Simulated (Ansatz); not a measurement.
Saddle point of Si2NH9O, closed shell (Si₂NH₇ ([NH2][SiH2][SiH3]) + H₂O → SiNH₅O ([NH2][SiH2][OH]) + SiH₄; bonds formed: Si1–O7, Si2–H6; bonds broken: Si1–Si2, H6–O7), PBE0-D4/def2-TZVP structure:

```
atom    x (Å)    y (Å)    z (Å)
 Si1  -0.5233   0.5860   0.1143
 Si2   0.3030  -2.0575   0.2813
  H3  -1.8573   0.2097  -0.3982
  H4  -0.3593   0.2524   1.5580
  N5  -0.1767   2.2751   0.2093
  H6   0.5939  -0.5845  -1.0948
  O7   0.4467   0.4341  -1.4760
  H8   1.3494  -2.1051   1.3506
  H9  -0.9957  -2.3565   0.9629
 H10   0.5744  -3.2372  -0.6068
 H11  -0.3227   2.9098  -0.5596
 H12  -0.3060   2.7365   1.0944
 H13   1.2736   0.9373  -1.4354
```

Energies are electronic, without zero-point energy. Barriers and step energies count from the start structure reached by relaxing down the imaginary mode; all methods use the PBE0-D4 structures, on which another method's saddle can fall below an end. Computed with Ansatz 0.2.0 (basis: def2-TZVPP, with def2-QZVPP for the basis limit); correlated methods freeze the cores. B3LYP uses VWN-RPA correlation. Extrapolation: Hartree–Fock as exp(−7.88 √X), correlation as X^−2.97.

```
      method  barrier (eV)  step energy (eV)
       SPW92         1.178            -0.663
      PBE-D4         1.473            -0.701
     BLYP-D4         1.636            -0.889
   r2SCAN-D4         1.558            -0.906
      B97M-V         1.679            -0.937
     PBE0-D4             ?            -0.786
    B3LYP-D4         1.745            -0.949
  r2SCAN0-D4         1.662            -0.941
    BHLYP-D4         1.925            -1.053
CAM-B3LYP-D4         1.778            -1.029
     wB97X-V         1.790            -0.955
     wB97M-V         1.664            -1.005
      B2PLYP         1.775            -1.040
    PBE-QIDH         1.731            -0.932
  RPA on PBE             ?            -1.000
          HF             ?            -1.332
         MP2         1.744            -1.036
        CCSD         1.896            -1.026
     CCSD(T)         1.796            -0.976
```

Problem. Fill in the withheld barriers. (Judge from chemistry; the value comes from the calculation.)

Solution. By the calculation: PBE0-D4 1.626; RPA on PBE 1.782; HF 2.342 eV. Each is the energy of the saddle less that of the start structure, by the same method.

For comparison, the barrier by CCSD(T) at an estimated basis limit (MP2 extrapolated from triple and quadruple zeta, plus CCSD(T) − MP2 in triple zeta) is 1.789 eV.

No T1 diagnostic of these runs exceeds 0.013.

Labels in which every atom is bracketed show which atoms are joined, not bond orders.

For scale, one of the runs: CCSD(T)/def2-TZVPP, 272 basis functions, launched by `ansatz run in.yaml --threads 8 --pin off --events-out ev --progress --plain --max-ram 19148MiB`. Time: 91 s of wall clock on 8 CPU threads of an Arm Neoverse V2; the host was shared. Peak host memory: 6.9 GiB.
